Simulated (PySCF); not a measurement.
SMILES O=C(O)[CH2][GeH3] at its GFN2-xTB optimised geometry (Å):

```
11

O      2.2918    -0.0681     0.0000
C      1.0925    -0.0681     0.0000
O      0.3751    -1.2091     0.0189
C      0.1880     1.1149     0.0000
Ge    -1.4357     0.6430     1.0246
H      0.9569    -1.9845     0.0015
H     -0.0914     1.3284    -1.0327
H      0.7206     1.9845     0.3816
H     -2.2918    -0.3104     0.2671
H     -2.2281     1.8888     1.2807
H     -1.0682     0.0422     2.3385
```

Method: B3LYP/def2-TZVP (PySCF). Cells within 0.4 Å of a nucleus heavier than hydrogen are left out (blank, or x).

Map of the Laplacian of the electron density (e/bohr⁵), clipped to [-1.50, 1.50] on the plane z = 0.0 Å:

```
|66666666666666666666666666666|
|66666666666666666666666666666|
|66666666666666666666666666666|
|66666666666666666666666666666|
|66666666666666666666666666666|
|66666666666666677666666666666|
|66666666666667777776666666666|
|66666666666777777777666666666|
|66666667777777766777666666666|
|66666677777777735777766666666|
|66666677777775xx5777777766666|
|66666777777764xx5777777776666|
|66666777777776633688999777666|
|666667777777777625987x4977666|
|66667776677777786xx1xxx987666|
|66667774677777896xx51xx977666|
|66666777777778994588989877666|
|666667777777793xx888887776666|
|66666667666779xxx987777766666|
|66666666666778810677776666666|
|66666666666677895077766666666|
|66666666666677777677666666666|
|66666666666666777777666666666|
|66666666666666667766666666666|
|66666666666666666666666666666|
|66666666666666666666666666666|
|66666666666666666666666666666|
|66666666666666666666666666666|
|66666666666666666666666666666|
```
Scale: ten equal steps from -1.50 (start of '0') to 0.664 (end of '9'), in the order '0123456789'; x runs from -4.50 to 4.50, y from -4.50 (bottom) to 4.50 (top).
